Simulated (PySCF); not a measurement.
## Computed properties of GaH2Br, SMILES [GaH2][Br]

GaH2Br, SMILES [GaH2][Br]. Geometry: B3LYP-D3(BJ)/def2-TZVP. The values are those of a single conformer. All values are computed for the isolated molecule unless a solvent is named; none is compared with measurement here.

**Structure.** The optimised structure has C2v symmetry. All 6 harmonic modes at B3LYP-D3(BJ)/def2-TZVP (PySCF) are real, so it is a minimum.

**Vibrations.** The strongest infrared lines (harmonic, unscaled, degenerate partners summed) lie at 724 cm⁻¹ (199 km/mol, H 99 %), 2011 cm⁻¹ (192 km/mol, H 98 %), 599 cm⁻¹ (78 km/mol, H 95 %). The softest mode is at 294 cm⁻¹ and the zero-point energy is 8.7 kcal/mol.

**Electronic structure.** PBE0/def2-TZVPD (PySCF) places the frontier levels at -8.07 and -1.95 eV, a gap of 6.12 eV, and gives a dipole moment of 1.97 D and a mean polarisability of 53.0 bohr³.

**Excitations.** TDA-M06-2X/def2-TZVPD (PySCF) has S1 at 4.86 eV (255 nm, f = 0.000, dark); the most intense of the 10 singlets computed lies at 8.22 eV (f = 0.41). T1 (TDA) is at 4.64 eV, 0.22 eV under S1. No vertical singlet excitation falls in the visible range (under 3.1 eV).

**NMR.** GIAO shifts at PBE0/pcSseg-2 (PySCF) (non-relativistic, atoms alike by connectivity averaged): ¹H at 6.7 ppm against TMS. Without spin–orbit terms, shifts of atoms bonded to Cl or Br come out too high.
